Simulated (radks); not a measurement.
Neutral scandium inside a hard spherical wall (all orbitals vanish at R), configuration held at [Ar] 3d1 4s2 and not refilled when levels cross. Method: non-relativistic Kohn-Sham, LDA (Slater exchange, VWN5 correlation), spin-unpolarised, spherical densities, point nucleus; computed with a radial shooting solver on a logarithmic mesh with Libxc functionals. Eigenvalues in eV, with the zero of energy where the potential of the charges vanishes at infinity; a dash marks a level that is unbound or too diffuse for the functional's potential to be trusted. A positive occupied level is held by the wall or, in an anion where self-interaction has pushed it up, behind a barrier. The pressure on the wall is -dE/dV.

R (bohr)  E (hartree)  kinetic (hartree)    e(3s)    e(3p)   e(4s)   e(3d)  e(4p, empty)  e(5s, empty)  pressure (GPa)
free       -758.67928            757.525  -54.107  -33.556  -4.258  -3.567        -1.532        -0.071               0
8          -758.66889            757.597  -53.599  -33.053  -3.839  -3.107        -0.735         5.153           0.385
7          -758.65087            757.693  -53.053  -32.515  -3.325  -2.615         0.069         8.437            1.36
6          -758.60193            757.909  -52.014  -31.495  -2.189  -1.668         1.723        14.429            5.06
5          -758.46476            758.417  -50.098  -29.626   0.458   0.147         5.324        26.185            20.9
3.5        -757.52175            761.429  -43.407  -23.110  15.125   7.342        23.357        76.962             278
1.5        -722.44948            853.385   52.052   77.431  338.39  112.96        344.84        779.71           91700
